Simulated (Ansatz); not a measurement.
BH2(iPr) (C3H9B). Charge 0, multiplicity 1. Geometry PBE0-D4/def2-SVP.

Cartesian coordinates in Å:
```
B -1.6287 0.1208 0.0862
C -0.1252 -0.1973 -0.1239
C 0.6739 -0.6318 1.1011
C 0.6609 0.7269 -1.0492
H -2.2459 0.7504 -0.7456
H -2.2350 -0.3621 1.0182
H -0.3685 -1.1294 -0.7114
H 0.1136 -1.3453 1.7236
H 0.9140 0.2381 1.7341
H 1.6314 -1.1014 0.8216
H 1.6181 0.2780 -1.3615
H 0.0913 0.9797 -1.9559
H 0.9002 1.6733 -0.5373
```

Another isomer (singlet) lies 1.23 eV lower at PBE0-D4/def2-TZVP; other spin states weren't run for this one.

(1) Estimate the orbital energies around the gap (eV) in Ansatz with HF/STO-3G, revPBE-D4/def2-TZVP, PBE0-D4/def2-SVP, PBE0-D4/def2-TZVP, ωB97M-V/def2-TZVP.

Results:

(1) 
| orbital | HF/STO-3G | revPBE-D4/def2-TZVP | PBE0-D4/def2-SVP | PBE0-D4/def2-TZVP | ωB97M-V/def2-TZVP |
| --- | --- | --- | --- | --- | --- |
| HOMO−5 | -14.53 | -9.98 | -11.55 | -11.62 | -14.11 |
| HOMO−4 | -13.58 | -9.19 | -10.67 | -10.72 | -13.14 |
| HOMO−3 | -12.37 | -8.33 | -9.75 | -9.78 | -12.13 |
| HOMO−2 | -12.00 | -8.32 | -9.71 | -9.73 | -12.06 |
| HOMO−1 | -11.21 | -7.52 | -8.89 | -8.94 | -11.28 |
| HOMO | -10.38 | -6.95 | -8.28 | -8.30 | -10.62 |
| LUMO | 7.31 | -2.06 | -1.04 | -1.16 | 0.68 |
| LUMO+1 | 16.02 | 0.41 | 1.86 | 1.11 | 2.42 |
| LUMO+2 | 16.71 | 1.44 | 3.00 | 2.22 | 3.53 |
| LUMO+3 | 17.34 | 1.60 | 3.28 | 2.32 | 3.56 |
| LUMO+4 | 18.76 | 2.03 | 3.53 | 2.68 | 3.69 |
| LUMO+5 | 19.13 | 2.11 | 3.68 | 2.86 | 4.19 |
